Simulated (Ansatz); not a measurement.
Molecule: CH₆O₃Sn, net charge 0, singlet state. 
Coordinates optimised at B3LYP-D3(BJ)/def2-TZVP (Ansatz, an electronic-structure program):
```
Sn
O 1 1.9747
H 2 0.9637 1 111.86
O 1 1.9747 2 106.33 3 -106.49
H 4 0.9637 1 111.86 2 6.53
O 1 1.9747 2 106.33 3 6.53
H 6 0.9637 1 111.86 2 -106.49
C 1 2.1276 2 112.46 3 130.02
H 8 1.0875 1 108.78 2 -85.23
H 8 1.0875 9 110.15 1 -119.15
H 8 1.0875 9 110.15 10 -121.70
```
Charge 0, spin multiplicity 1.

Property: vertical triplet-singlet gap (E(triplet) - E(singlet); each state is the SCF solution reached for its spin; the molecule has degenerate orbitals, so one determinant may break the symmetry; for the triplet the Hartree-Fock reference is unstable and T1 is 0.037), in eV. Correlated levels leave the core frozen unless marked. UHF or UKS for open shells. No spin-orbit coupling. The frozen core is the preceding noble-gas configuration, with the filled d and f shells of earlier blocks. In def2 rows, elements after Kr have scalar-relativistic effective core potentials. CBS marks a two-point X^-3 extrapolation of the correlation energy; Hartree-Fock from the larger set.

```json
[
 {"level": "HF/def2-QZVPPD", "program": "Ansatz", "vertical triplet-singlet gap (eV)": "5.55"},
 {"level": "SVWN5/def2-TZVPD", "program": "Ansatz", "vertical triplet-singlet gap (eV)": "4.70"},
 {"level": "PBE/def2-TZVPD", "program": "Ansatz", "vertical triplet-singlet gap (eV)": "4.68"},
 {"level": "B3LYP/def2-TZVPD", "program": "Ansatz", "vertical triplet-singlet gap (eV)": "5.22"},
 {"level": "PBE0/def2-TZVPD", "program": "Ansatz", "vertical triplet-singlet gap (eV)": "5.44"},
 {"level": "BHLYP/def2-TZVPD", "program": "Ansatz", "vertical triplet-singlet gap (eV)": "5.91"},
 {"level": "CAM-B3LYP/def2-TZVPD", "program": "Ansatz", "vertical triplet-singlet gap (eV)": "5.76"},
 {"level": "wB97X-V/def2-TZVPD", "program": "Ansatz", "vertical triplet-singlet gap (eV)": "6.16"},
 {"level": "RI-MP2/CBS(def2-TZVPPD,def2-QZVPPD)", "program": "Ansatz", "vertical triplet-singlet gap (eV)": "6.86"}
]
```
